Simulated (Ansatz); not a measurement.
Reaction (hydrogenolysis of a C–C bond): `C/C=C/C(F)(F)F` + H₂ → `C=CC(F)(F)F` + CH₄

Calculated with Ansatz (gas phase, PBE0-D4/def2-TZVP geometries, no zero-point term in ΔE). CBS: MP2 limit from def2 TZ/QZ plus the TZ coupled-cluster correction, frozen cores. This one scheme is used for every species. Functionals use def2-TZVPP.

CCSD(T)/CBS gives -53.4 kJ/mol.

(1) Another level gave -52.2 kJ/mol. Which?
A. BHLYP-D4/def2-TZVPP
B. revPBE-D4/def2-TZVPP
C. BHLYP/def2-TZVPP
D. PBE/def2-TZVPP

(2) What do rigid-rotor, harmonic-oscillator terms from PBE0-D4/def2-TZVP frequencies (298.15 K, 1 bar) make of the CCSD(T)/CBS value? (Estimate.)

Largest T1 diagnostic among the species: 0.012.

Answers

(1) D. PBE -52.2, BHLYP-D4 -58.0, revPBE-D4 -44.7, BHLYP -62.7 kJ/mol.

(2) Ansatz gave: ΔZPE = +17.4 kJ/mol, ΔH = -38.8 kJ/mol, ΔS = 22 J/(mol·K), ΔG = -45.3 kJ/mol.

Leaving LDA and LC-ωPBE aside and taking each functional with its dispersion term where it has one, the values spread over 13.3 kJ/mol, from BHLYP-D4 to revPBE-D4. LDA lies +10.0 kJ/mol from PBE without D4. In def2-TZVPP, CCSD(T) changes the Hartree–Fock value by +16.0 kJ/mol (the triples alone add +3.5 kJ/mol) and MP2 by +20.2 kJ/mol. The D4 term adds +6.4 kJ/mol with B3LYP and +3.6 kJ/mol with PBE0; it sums over pairs of atoms, weighted by their polarisabilities, and B3LYP, whose exchange is more repulsive, gets the larger term.

CCSD(T)/CBS has its own doubt, a few kJ/mol and more with outer-core shells, so smaller differences from it don't rank the levels.

B3LYP here is the variant with VWN-RPA as its local correlation; programs differ in this.
